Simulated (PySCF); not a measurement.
**Continuum solvent and chemical shifts**

Atoms are numbered as in `[N:1]#[C:2]/[CH:3]=[C:4](\[F:5])[O:6][CH:7]([F:8])[F:9]`. Each H is labelled by its parent atom.

GIAO PBE0/pcSseg-1 in PySCF on one PBE0-D3(BJ)/def2-SVP conformer, non-relativistic, equivalent nuclei averaged. Solvents enter as an IEF-PCM continuum (cyclohexane with ε = 2.0, chloroform with ε = 4.7) around the gas-phase geometry. Shifts are referred to TMS, CFCl3 computed in the same medium.

Gas phase, δ in ppm: C4 171.1, C7 116.6, C2 115.9, C3 64.7, F5 -75.1, F8/F9 -99.7, H(C7) 6.62, H(C3) 4.32. Dipole moment 3.74 D.

Question: How does each δ change in the continuum?

Answer: 
```tsv
atoms	environment	Δδ, cyclohexane	Δδ, chloroform
C4	alkene carbon bearing oxygen	+1.3	+2.3
C7	sp3 CH bonded to 2 F and O	+0.9	+1.4
C2	nitrile carbon	+2.6	+4.8
C3	β carbon of an enol-ether or enamine type C=C	+0.2	-0.2
F5	vinylic fluorine	+6.2	+10.2
F8/F9	fluorine of a CF2 group	-0.8	-1.3
H(C7)	hydrogen on an sp3 CH bonded to 2 F and O	+0.12	+0.22
H(C3)	hydrogen on a β carbon of an enol-ether or enamine type C=C	+0.21	+0.36
```

Changes are relative to the gas phase. The dipole moment becomes 4.23 D in cyclohexane, 4.59 D in chloroform.

Question: Which nuclei move most (in ppm), and what does the model miss?

Answer: F5 (vinylic fluorine, +10.2 ppm) in chloroform. A continuum only polarises the solute; specific hydrogen bonds, the anisotropy of aromatic solvents and changes of geometry or conformer are outside it.
